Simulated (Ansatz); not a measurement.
Reaction (redistribution): `NB(F)[SiH3]` + `F[CH2][AlH][SiH3]` → `NB(F)F` + `[SiH3][CH2][AlH][SiH3]`

Calculated with Ansatz (gas phase, PBE0-D4/def2-TZVP geometries, no zero-point term in ΔE). CCSD(T)/CBS is the MP2 limit (def2-TZVPP, def2-QZVPP) plus CCSD(T) − MP2 in def2-TZVPP, frozen cores. DFT in def2-TZVPP. Each species was taken in one conformer, which may not be the lowest.

`NB(F)[SiH3]`:

Z-matrix (Å, degrees):
```
Si
B 1 2.031
H 1 1.489 2 111.2
H 1 1.491 2 110.7 3 120.0
H 1 1.489 2 111.1 3 -120.0
F 2 1.343 1 119.6 3 59.0
N 2 1.391 1 122.7 3 -121.1
H 7 1.008 2 122.6 1 -179.9
H 7 1.004 2 122.9 1 0.1
```

`F[CH2][AlH][SiH3]`:

```xyz
10

F    -1.915   -0.221   -1.109
C    -0.835    0.503   -1.627
Al    0.707    0.494   -0.378
Si    0.496   -0.710    1.750
H    -0.577    0.067   -2.601
H    -1.187    1.521   -1.839
H     2.009    1.283   -0.841
H     1.730   -0.634    2.581
H    -0.628   -0.153    2.556
H     0.200   -2.151    1.508
```

`NB(F)F`:

Cartesian coordinates in Å:
```
N 0.314 -0.632 0.243
B -0.272 0.547 -0.210
F -1.173 1.193 0.523
F 0.050 1.067 -1.390
H 0.996 -1.134 -0.295
H 0.085 -1.040 1.130
```

`[SiH3][CH2][AlH][SiH3]`:

Z-matrix (Å, degrees):
```
Si
C 1 1.863
H 1 1.490 2 113.0
H 1 1.489 2 110.1 3 120.6
H 1 1.489 2 110.1 3 -120.6
Al 2 1.958 1 114.8 3 179.9
H 2 1.098 1 109.9 3 -58.2
H 2 1.098 1 110.0 3 57.6
Si 6 2.459 2 118.8 1 -178.9
H 6 1.591 2 119.8 1 1.1
H 9 1.493 6 110.6 2 59.2
H 9 1.493 6 110.6 2 -58.5
H 9 1.490 6 114.0 2 -179.7
```

| level | ΔE (eV) |
| --- | --- |
| PBE0 | -2.84 |
| HF/CBS(def2) | -3.05 |

(1) What does CCSD(T)/CBS give? (Best estimate.)

Largest T1 diagnostic among the species: 0.013.

Results:

(1) Computed: -2.97 eV. The listed levels differ from it by 0.13, -0.08 eV.

From PBE to PBE0 (25 % exact exchange), in def2-TZVPP and without D4, ΔE moves by −0.16 eV. The D4 term adds −0.04 eV with B3LYP and −0.02 eV with PBE0; it sums over pairs of atoms, weighted by their polarisabilities, and B3LYP, whose exchange is more repulsive, gets the larger term.

B3LYP here is the variant with VWN-RPA as its local correlation; programs differ in this.
